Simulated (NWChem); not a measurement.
Molecule: C₄H₂N₂; SMILES C#C/C=N/C#N

```xyz
8

C      0.2192     2.9650     0.0000
C     -0.0413     1.7802     0.0000
C     -0.4243     0.4116     0.0000
N      0.4477    -0.5313     0.0000
C      0.0690    -1.8040     0.0000
N     -0.1568    -2.9465     0.0000
H      0.4688     4.0116     0.0000
H     -1.5094     0.2084     0.0000
```
Atoms are numbered in this order, from 1.

Program: NWChem. Pople sets run with spherical d functions. Structure relaxed at the PBE0/def2-SVP level. Atomic charges in e: unrestrained fits to the electrostatic potential beside Mulliken populations; buried atoms are poorly determined by the fit.

For level Hartree-Fock/6-31G*:

```
Item         Value
-----------  -----
Mulliken C2   0.09
Mulliken N4  -0.48
Mulliken C5   0.49
```

Question: How do the values read with level B3LYP/def2-SVP instead?

Answer: Mulliken C2: 0.38
Mulliken N4: -0.07
Mulliken C5: -0.21
